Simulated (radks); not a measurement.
Yb IV, configuration [Xe] 4f13 (the NIST ground configuration). All-electron calculation, scalar-relativistic Kohn-Sham, r2SCAN, spin-unpolarised, spherical densities, finite nucleus; meta-GGA in the generalised Kohn-Sham scheme; Fermi nuclear charge, rms radius 5.3108 fm. Program: a radial shooting solver on a logarithmic mesh with Libxc functionals.

X-ray form factor f0, the Fourier transform of the density (f0(0) = 67):

sin(theta)/lambda (1/angstrom)  f0 (electrons)
0.05                                    66.414
0.1                                     64.739
0.15                                    62.195
0.2                                     59.076
0.25                                    55.679
0.3                                     52.246
0.4                                     45.855
0.5                                     40.427
0.6                                     35.882
0.8                                     28.709
1                                       23.486
1.25                                    19.167
1.5                                     16.499
2                                       13.016
